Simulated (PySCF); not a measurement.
Species: C₂H₉NOSi.
Numbering: `[CH3:1][O:2][CH2:3][SiH2:4][NH2:5]` (hydrogens: H6, H7, H8 on C1; H9, H10 on C3; H11, H12 on Si4; H13, H14 on N5)

Method: PBE0-D3(BJ)/def2-SVP geometry optimisation, gas phase (PySCF).

Give the optimised bond lengths and angles.

| bond | length (Å) | order |
| --- | --- | --- |
| C1–O2 | 1.394 | single |
| O2–C3 | 1.406 | single |
| C3–Si4 | 1.892 | single |
| Si4–N5 | 1.732 | single |
| C1–H6, C1–H7, C1–H8 | 1.105 | single |
| C3–H9, C3–H10 | 1.111 | single |
| Si4–H11, Si4–H12 | 1.499 | single |
| N5–H13, N5–H14 | 1.015 | single |

Bonds in one row agree within 0.01 Å and their mean is given. Orders are formal, as drawn. A selection of angles:
| angle | degrees |
| --- | --- |
| O2–C1–H6 | 108.1 |
| O2–C1–H7 | 111.9 |
| H6–C1–H7 | 108.6 |
| H7–C1–H8 | 107.8 |
| C1–O2–C3 | 113.8 |
| O2–C3–Si4 | 106.5 |
| O2–C3–H9 | 111.6 |
| Si4–C3–H9 | 111.5 |
| Si4–C3–H10 | 109.7 |
| H9–C3–H10 | 106.6 |
| C3–Si4–N5 | 104.7 |
| C3–Si4–H11 | 108.4 |
| C3–Si4–H12 | 110.4 |
| N5–Si4–H11 | 116.2 |
| N5–Si4–H12 | 109.8 |
| H11–Si4–H12 | 107.2 |
| Si4–N5–H13 | 114.4 |
| Si4–N5–H14 | 120.2 |
| H13–N5–H14 | 110.4 |

Torsions: C1–O2–C3–Si4 178° (antiperiplanar); O2–C3–Si4–N5 -55° (synclinal). The mirror-image conformer, all signs reversed, is as good.

Si4 (SiH2 silicon) is distorted tetrahedral (angles from 104.7° to 116.2°). N5 (silicon-bound nitrogen) is pyramidal (angles 120.2°, 114.4° and 110.4°, sum 345.0°, 0.27 Å off the plane of its three neighbours). Of the pairs four or more bonds apart, O2···H13 is among the closest relative to their van der Waals radii: 2.67 Å, 98 % of the sum of Bondi's values.

Point group: C1 (no symmetry element, even within 0.4 Å). No PBE0-D3(BJ)/def2-SVP frequencies stand behind this structure, so it isn't proved a minimum. One conformer, not necessarily the lowest (C1–O2–C3–Si4 178°, O2–C3–Si4–N5 -55°, C3–Si4–N5–H 43° and 178°).
